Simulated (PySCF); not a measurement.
## N⁺ (nitrogen, charge +1) across methods

[He] 2s2 2p2, high-spin 3P determinant. All numbers are calculated (PySCF 2.14, the spin-free X2C one-electron Hamiltonian (Gaussian nucleus), in aug-cc-pVQZ-DK).

```tsv
method	E (hartree)	mean ε 2s α (eV)	mean ε 2s β (eV)	mean ε 2p α (eV)	Σ⟨r²⟩ (bohr²)	⟨S²⟩
PBE0	-54.0353	-36.396	-31.849	-24.236	7.796	2.003
UHF	-53.92274	-44.195	-35.567	-30.372	7.749	2.007
LDA	-53.6129	-33.400	-30.003	-22.000	7.889	2.002
TPSS	-54.1057	-34.200	-30.279	-22.322	7.795	2.003
PBE	-54.0232	-33.570	-30.093	-22.016	7.846	2.002
PW91	-54.0634	-33.637	-30.141	-22.124	7.842	2.002
r2SCAN	-54.0685	-34.692	-30.254	-22.793	7.770	2.004
B3LYP	-54.0972	-35.739	-31.656	-23.850	7.812	2.003
r2SCANh	-54.0692	-35.677	-30.910	-23.599	7.762	2.004
```
